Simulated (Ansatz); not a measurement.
bromine atom (Br), doublet; Ansatz (a first-principles code) with CASSCF(3,5)/cc-pVDZ.

Here is a job for Ansatz.
Ansatz 0.2 input:
```yaml
crystal:
  periodic: [false, false, false]
  atoms:
    - {symbol: Br, position_ang: [0.00000000, 0.00000000, 0.00000000]}
basis:
  gaussian:
    orbitals: cc-pVDZ
hamiltonian:
  xc: hf
correlation: {active_space: {window: {electrons: 3, orbitals: 5}}}
magnetization: {spin_polarized: false, initial_magnetization: 1}
```

What the program printed (banner, timings and long lists left out):

```
Functional definition: HF
193 factors; integrals over basis functions are off by at most 1.6e-5 eV
mean field evaluation 1: about -69997.5856 eV, gradient 2.4e0 eV
mean field evaluation 2: about -69997.5856 eV, gradient 2.4e0 eV
mean field evaluation 4: about -69997.6150 eV, gradient 9.7e-2 eV
mean field evaluation 8: about -69997.6151 eV, gradient 1.1e-5 eV
mean field evaluation 16: about -69997.6151 eV, gradient 9.1e-7 eV
mean field -69997.61511434 eV, -2572.3649093643 hartree, gradient 1.8e-6 eV, S^2 0.750000; 3 other end points of the search recorded, 0 dependent functions left out
reference -69997.61511434 eV, -2572.3649093643 hartree; 18, 17 occupied and 9, 10 virtual orbitals, 193 factors
state -69998.12627630 eV, -2572.3836942198 hartree
the orbitals are reached from a further start. From the first start the search ends at -69998.09171035 eV, -2572.3824239448 hartree
Total energy: -69998.12627630 eV, -2572.3836942198 hartree
```
